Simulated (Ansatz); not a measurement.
`N#[C][Ge]([Cl])([Cl])[Cl]` + HCl → germanium tetrachloride + `C#N`  (ligand exchange at a Ge–C bond)

Computed with Ansatz on PBE0-D4/def2-TZVP structures; ΔE is electronic, products minus reactants. CCSD(T)/CBS adds triple-zeta CCSD(T) − MP2 to the extrapolated MP2 energy (def2 sets, frozen cores). This one scheme is used for every species. DFT in def2-TZVPP. B3LYP here is the variant with VWN-RPA as its local correlation; programs differ in this. For Ge outer-core shells are correlated without core-valence functions, which leaves a few kJ/mol of doubt a bond. Scalar relativity is left out up to krypton.

(1) Is it downhill or uphill in electronic energy at CCSD(T)/CBS, and by how much? (Estimate.)

(2) What do these levels give: PBE-D4, PBE, B3LYP, r2SCAN0, SCS-MP2/def2-TZVPP, CCSD/def2-TZVPP? (Best estimate.)

Largest T1 diagnostic among the species: 0.014.

## Answers

(1) Ansatz gave: Downhill: ΔE = -64.2 kJ/mol.

(2) Computed: PBE-D4 -66.4, PBE -65.9, B3LYP -67.3, r2SCAN0 -69.7, SCS-MP2/def2-TZVPP -58.5, CCSD/def2-TZVPP -58.5 kJ/mol.

In def2-TZVPP, CCSD(T) changes the Hartree–Fock value by +12.6 kJ/mol (the triples alone add +1.0 kJ/mol) and MP2 by +10.5 kJ/mol. At CCSD(T), def2-SVP lies +4.5 kJ/mol from the extrapolated value and def2-TZVPP +6.7 kJ/mol. Leaving LDA and LC-ωPBE aside and taking each functional with its dispersion term where it has one, the values, not all of them listed here, spread over 5.9 kJ/mol, from BHLYP-D4 to PBE-QIDH.
